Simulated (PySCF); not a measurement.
C₆H₁₂N (SMILES C[C]=NC(C)(C)C), doublet, geometry from GFN2-xTB; PBE0/6-31G (PySCF).

The PySCF input:
```python
from pyscf import gto, scf, dft

mol = gto.Mole()
mol.atom = '''
    C     2.96688652    0.29994320    0.03955754
    C     1.51244537    0.52364495    0.01683271
    N     0.61415080   -0.32588135    0.00826668
    C    -0.81185820   -0.13379732   -0.01089414
    C    -1.37065646   -0.79983065    1.25189169
    C    -1.34340475   -0.85076214   -1.25735447
    C    -1.20510502    1.34873967   -0.04524630
    H     3.41245560    0.78429189   -0.82873314
    H     3.23572273   -0.76135598    0.03579279
    H     3.38090422    0.76959045    0.93129596
    H    -1.06752840   -1.84326204    1.28846783
    H    -2.45627869   -0.74747907    1.25573671
    H    -0.99070630   -0.29881680    2.13941606
    H    -2.42857762   -0.79777004   -1.28761546
    H    -0.94300136   -0.38702771   -2.15606551
    H    -1.04130045   -1.89502996   -1.24418914
    H    -0.81115315    1.85805131    0.83108678
    H    -0.79226132    1.82241315   -0.93281097
    H    -2.28717563    1.44993795   -0.05897106
'''
mol.basis = '6-31g'
mol.spin = 1
mol.verbose = 4
mol.build()

mf = dft.UKS(mol)
mf.xc = 'pbe0'
mf.init_guess = 'vsap'
mf.kernel()
mf.analyze()
```

The log (banner, timings and long lists left out):

```
PySCF version 2.14.0

[INPUT] verbose = 4
[INPUT] num. atoms = 19
[INPUT] num. electrons = 55
[INPUT] charge = 0
[INPUT] spin (= nelec alpha-beta = 2S) = 1
[INPUT] symmetry False subgroup None
[INPUT] Mole.unit = angstrom
[INPUT] Symbol           X                Y                Z      unit          X                Y                Z       unit  Magmom
[...]
nuclear repulsion = 306.708250582474
number of shells = 59
number of NR pGTOs = 202
number of NR cGTOs = 87
basis = 6-31g
ecp = {}

******** <class 'pyscf.dft.uks.UKS'> ********
method = UKS
initial guess = vsap
damping factor = 0
level_shift factor = 0
DIIS = <class 'pyscf.scf.diis.CDIIS'>
diis_start_cycle = 1
diis_space = 8
diis_damp = 0
SCF conv_tol = 1e-09
SCF conv_tol_grad = None
SCF max_cycles = 50
direct_scf = True
direct_scf_tol = 1e-13
number electrons alpha = 28  beta = 27
XC library pyscf.dft.libxc version 7.1.2
    S. Lehtola, C. Steigemann, M. J. T. Oliveira, and M. A. L. Marques,  SoftwareX 7, 1–5 (2018)
XC functionals = pbe0
    C. Adamo and V. Barone,  J. Chem. Phys. 110, 6158 (1999)
    M. Ernzerhof and G. E. Scuseria,  J. Chem. Phys. 110, 5029 (1999)
radial grids:
    Treutler-Ahlrichs [JCP 102, 346 (1995); DOI:10.1063/1.469408] (M4) radial grids

becke partition: Becke, JCP 88, 2547 (1988); DOI:10.1063/1.454033
pruning grids: <function nwchem_prune>
grids dens level: 3
symmetrized grids: False
atomic radii adjust function: <function treutler_atomic_radii_adjust>
small_rho_cutoff = 0
Set gradient conv threshold to 3.16228e-05
tot grids = 216312

init E= -288.076395045521
cycle= 1 E= -283.307429359724  delta_E= 4.77  |g|= 3.11  |ddm|= 18.4
cycle= 2 E= -245.483094988448  delta_E= 37.8  |g|= 5.63  |ddm|= 20.2
cycle= 3 E= -283.116027309864  delta_E= -37.6  |g|= 3.14  |ddm|= 10.4
cycle= 4 E= -289.688070420253  delta_E= -6.57  |g|= 0.898  |ddm|= 5.15
cycle= 5 E= -289.900583771746  delta_E= -0.213  |g|= 0.629  |ddm|= 1.37
cycle= 6 E= -290.057328324147  delta_E= -0.157  |g|= 0.322  |ddm|= 0.819
cycle= 7 E= -290.099085211267  delta_E= -0.0418  |g|= 0.145  |ddm|= 0.312
cycle= 8 E= -290.110614084978  delta_E= -0.0115  |g|= 0.0332  |ddm|= 0.237
cycle= 9 E= -290.111297976263  delta_E= -0.000684  |g|= 0.00799  |ddm|= 0.058
cycle= 10 E= -290.111333344926  delta_E= -3.54e-05  |g|= 0.00441  |ddm|= 0.0122
cycle= 11 E= -290.111347129001  delta_E= -1.38e-05  |g|= 0.00122  |ddm|= 0.00607
cycle= 12 E= -290.111351422631  delta_E= -4.29e-06  |g|= 0.000446  |ddm|= 0.00503
cycle= 13 E= -290.111352224198  delta_E= -8.02e-07  |g|= 0.000204  |ddm|= 0.00235
cycle= 14 E= -290.11135238534  delta_E= -1.61e-07  |g|= 9.09e-05  |ddm|= 0.00103
cycle= 15 E= -290.111352404239  delta_E= -1.89e-08  |g|= 3.98e-05  |ddm|= 0.000359
cycle= 16 E= -290.111352405717  delta_E= -1.48e-09  |g|= 2.36e-05  |ddm|= 9.61e-05
cycle= 17 E= -290.111352406207  delta_E= -4.9e-10  |g|= 4.65e-06  |ddm|= 5.43e-05
Extra cycle  E= -290.111352406215  delta_E= -8.19e-12  |g|= 5.35e-06  |ddm|= 1.25e-05
converged SCF energy = -290.111352406215  <S^2> = 0.7533096  2S+1 = 2.0033069
**** SCF Summaries ****
Total Energy =                        -290.111352406215190
Nuclear Repulsion Energy =             306.708250582473568
One-electron Energy =                 -997.787417007524255
Two-electron Energy =                  400.967814018835497
Two-electron Coulomb Energy =          444.563945113241402
DFT Exchange-Correlation Energy =      -43.596131094405905
**** MO energy ****
                             alpha | beta                alpha | beta
[...]
To work with the spin densities directly, `use mulliken_meta_spin()` only printing them here.

 ** Mulliken spin pop alpha/beta on meta-lowdin orthogonal AOs **
 ** Mulliken Spin Density (per AO)  **
spin_pop of  0 C 1s       -0.00000
spin_pop of  0 C 2s        0.00732
spin_pop of  0 C 3s        0.00010
spin_pop of  0 C 2px       0.01475
spin_pop of  0 C 2py      -0.00648
spin_pop of  0 C 2pz       0.00123
spin_pop of  0 C 3px       0.00072
spin_pop of  0 C 3py       0.00022
[...]
spin_pop of  3 C 3py       0.00012
spin_pop of  3 C 3pz      -0.00004
spin_pop of  4 C 1s        0.00000
spin_pop of  4 C 2s       -0.00006
spin_pop of  4 C 3s        0.00000
spin_pop of  4 C 2px      -0.00017
spin_pop of  4 C 2py      -0.00049
spin_pop of  4 C 2pz      -0.00182
spin_pop of  4 C 3px       0.00039
spin_pop of  4 C 3py       0.00003
spin_pop of  4 C 3pz       0.00001
spin_pop of  5 C 1s        0.00000
spin_pop of  5 C 2s        0.00001
spin_pop of  5 C 3s        0.00000
spin_pop of  5 C 2px      -0.00013
spin_pop of  5 C 2py      -0.00058
spin_pop of  5 C 2pz      -0.00171
spin_pop of  5 C 3px       0.00039
spin_pop of  5 C 3py       0.00003
spin_pop of  5 C 3pz       0.00001
spin_pop of  6 C 1s       -0.00000
spin_pop of  6 C 2s        0.00010
spin_pop of  6 C 3s        0.00003
spin_pop of  6 C 2px       0.00175
spin_pop of  6 C 2py       0.02001
spin_pop of  6 C 2pz       0.00056
spin_pop of  6 C 3px       0.00038
spin_pop of  6 C 3py       0.00041
spin_pop of  6 C 3pz       0.00000
spin_pop of  7 H 1s       -0.00093
spin_pop of  7 H 2s        0.00034
spin_pop of  8 H 1s        0.04408
spin_pop of  8 H 2s        0.00168
spin_pop of  9 H 1s       -0.00103
spin_pop of  9 H 2s        0.00035
spin_pop of  10 H 1s        0.00065
spin_pop of  10 H 2s        0.00032
spin_pop of  11 H 1s       -0.00074
spin_pop of  11 H 2s        0.00002
spin_pop of  12 H 1s        0.00032
spin_pop of  12 H 2s        0.00006
spin_pop of  13 H 1s       -0.00074
spin_pop of  13 H 2s        0.00002
spin_pop of  14 H 1s        0.00032
spin_pop of  14 H 2s        0.00005
spin_pop of  15 H 1s        0.00063
spin_pop of  15 H 2s        0.00033
spin_pop of  16 H 1s       -0.00101
spin_pop of  16 H 2s        0.00030
spin_pop of  17 H 1s       -0.00097
spin_pop of  17 H 2s        0.00029
spin_pop of  18 H 1s       -0.00207
spin_pop of  18 H 2s       -0.00002
 ** Mulliken Spin Density (per atom)  **
spin density of  0 C =      0.01794
spin density of  1 C =      0.68580
spin density of  2 N =      0.21290
spin density of  3 C =      0.02194
spin density of  4 C =     -0.00210
spin density of  5 C =     -0.00197
spin density of  6 C =      0.02325
spin density of  7 H =     -0.00059
spin density of  8 H =      0.04576
spin density of  9 H =     -0.00068
spin density of  10 H =      0.00097
spin density of  11 H =     -0.00072
spin density of  12 H =      0.00037
spin density of  13 H =     -0.00071
spin density of  14 H =      0.00037
spin density of  15 H =      0.00096
spin density of  16 H =     -0.00070
spin density of  17 H =     -0.00068
spin density of  18 H =     -0.00210
 ** Mulliken pop alpha/beta on meta-lowdin orthogonal AOs **
 ** Mulliken pop       alpha | beta **
In total            28.00000 | 27.00000
 ** Mulliken atomic charges   ( Nelec_alpha | Nelec_beta ) **
charge of  0C =     -0.34533  (     3.18163      3.16370 )
charge of  1C =     -0.02023  (     3.35301      2.66722 )
charge of  2N =     -0.18345  (     3.69817      3.48527 )
charge of  3C =      0.14824  (     2.93685      2.91491 )
charge of  4C =     -0.33483  (     3.16636      3.16847 )
charge of  5C =     -0.33483  (     3.16643      3.16840 )
charge of  6C =     -0.34593  (     3.18459      3.16134 )
charge of  7H =      0.13636  (     0.43152      0.43211 )
charge of  8H =      0.12584  (     0.45996      0.41420 )
charge of  9H =      0.13663  (     0.43135      0.43202 )
charge of  10H =      0.11720  (     0.44188      0.44092 )
charge of  11H =      0.11009  (     0.44460      0.44531 )
charge of  12H =      0.11229  (     0.44404      0.44367 )
charge of  13H =      0.10993  (     0.44468      0.44539 )
charge of  14H =      0.11232  (     0.44402      0.44365 )
charge of  15H =      0.11717  (     0.44189      0.44093 )
charge of  16H =      0.11428  (     0.44251      0.44321 )
charge of  17H =      0.11414  (     0.44259      0.44327 )
charge of  18H =      0.11009  (     0.44390      0.44600 )
Dipole moment(X, Y, Z, Debye):  0.03209,  0.30685,  0.00783
```
